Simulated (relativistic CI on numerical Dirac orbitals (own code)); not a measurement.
## L2,3 absorption of cobalt in several valence states

Computed multiplet spectra 2p⁶3dⁿ → 2p⁵3dⁿ⁺¹ (Dirac-Coulomb-Breit ions, Slater integrals scaled by 0.9, an assumed crystal field that grows with the charge, no charge transfer; 300 K; Lorentzian 0.4 eV and Gaussian 0.3 eV FWHM at both edges, so that L2 comes out sharper than in experiment). Peaks over 5 % are given in eV from the highest peak in the L3 region of each spectrum (height, largest 100). S of the lowest state is read from ⟨S²⟩, and the branching ratio is the share of L3, cut at the minimum between the edges.

Field parameters in Wybourne normalisation: Oh B⁴₀ = 21Dq, B⁴₄ = √(5/14) B⁴₀. The field is a parameter set, without covalency.

- Co2+ (d7, Oh, 10Dq = 15350 cm⁻¹): S = 1.50, high spin, branching ratio 0.81; peaks -4.0 (64), -2.1 (77), -1.5 (85), 0.0 (100), 1.5 (20), 2.8 (9), 3.5 (5), 12.0 (6), 13.3 (24), 14.3 (23), 15.1 (23), 16.4 (6)
- Co3+ (d6, Oh, 10Dq = 19800 cm⁻¹): S = 0.16, low spin, branching ratio 0.72; peaks -3.3 (12), -2.6 (16), 0.0 (100), 1.4 (31), 2.3 (36), 4.3 (9), 14.3 (38), 15.0 (22), 15.5 (18), 16.4 (15)
- Co4+ (d5, Oh, 10Dq = 24300 cm⁻¹): S = 2.50, high spin, branching ratio 0.78; peaks -3.1 (35), -2.2 (11), 0.0 (100), 1.9 (20), 3.0 (9), 4.8 (7), 12.6 (11), 15.7 (15), 17.8 (10)

**Question.** What spin state follows for Co5+ in Oh, 10Dq = 28750 cm⁻¹, and does its branching ratio lie nearer 2/3 or nearer 0.8?

**Answer.** Co5+ (d4, Oh, 10Dq = 28750 cm⁻¹): S = 1.93, high spin, branching ratio 0.69; peaks -4.4 (20), -3.5 (53), -1.6 (31), 0.0 (100), 2.0 (55), 4.1 (22), 5.4 (10), 9.8 (12), 11.4 (38), 12.4 (24), 14.5 (21), 16.0 (25), 16.4 (25), 18.0 (10), 19.2 (6). High-spin states, above all those with an unquenched orbital moment, raise the ratio above the statistical 2/3; low spin and nearly empty shells keep it near or below 2/3.

The centroid of the whole edge, which also moves with the branching ratio, lies at 784.2 (Co2+), 788.3 (Co3+), 791.4 (Co4+), 796.5 (Co5+) eV in this ionic model, in steps of 3.1 to 5.1 eV. Compounds show about 1 to 2 eV a unit and lower energies for the high valences, since ligands screen the charge. The multiplet shape follows the d count and the spin state, and so serves as a fingerprint of valence. Real compounds of Co4+, Co5+ are mostly low spin, since covalency shrinks the Slater integrals more than this scale does. Co3+ lies at a spin crossover.
